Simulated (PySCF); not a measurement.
Si(Me)(OMe)(SiH3)2, C2H12OSi3, SMILES [SiH3][Si]([SiH3])(OC)C, singlet, GFN2-xTB optimised geometry.

```
18

C      0.36     0.58     4.30
O      0.57     0.87     2.96
Si    -0.03     0.09     1.64
C     -1.95     0.24     1.63
Si     0.91     1.43     0.00
Si     0.46    -2.19     1.77
H     -0.69     0.74     4.57
H      0.62    -0.46     4.52
H      0.99     1.24     4.90
H     -2.38    -0.13     0.71
H     -2.41    -0.32     2.45
H     -2.26     1.28     1.74
H      0.51     2.84     0.00
H      0.51     0.90    -1.31
H      2.38     1.43     0.00
H     -0.42    -2.96     2.67
H      1.82    -2.45     2.26
H      0.36    -2.84     0.46
```

Density from PBE0/def2-SVP (PySCF 2.14.0) at that geometry.

Minimum of the electron density along straight lines between bonded atoms, close to the bond critical point (lines longer than 1.1 times the sum of covalent radii, or with two minima, are not listed):

```csv
bond,length / Å,ρ at the minimum / e bohr⁻³,∇²ρ there / e bohr⁻⁵,position (fraction from the first atom)
C1–O2,1.392,0.261,(withheld),0.34
O2–Si3,1.646,(withheld),0.99,0.59
Si3–C4,1.925,(withheld),0.28,0.38
C1–H7,1.093,0.281,-1.06,0.63
C1–H8,1.094,0.280,-1.05,0.63
C1–H9,1.091,0.283,-1.09,0.64
C4–H11,1.089,0.270,-0.96,0.62
C4–H12,1.088,0.271,-0.97,0.63
Si5–H13,1.467,0.115,0.31,0.49
Si5–H14,1.469,0.114,0.33,0.49
Si5–H15,1.466,0.115,0.32,0.49
Si6–H16,1.473,0.114,0.32,0.49
Si6–H17,1.469,0.115,0.32,0.49
Si6–H18,1.466,0.115,0.32,0.49
```

Task: Fill in the missing entries.

Result: 
- C1–O2, ∇²ρ there / e bohr⁻⁵: -0.30
- O2–Si3, ρ at the minimum / e bohr⁻³: 0.123
- Si3–C4, ρ at the minimum / e bohr⁻³: 0.107
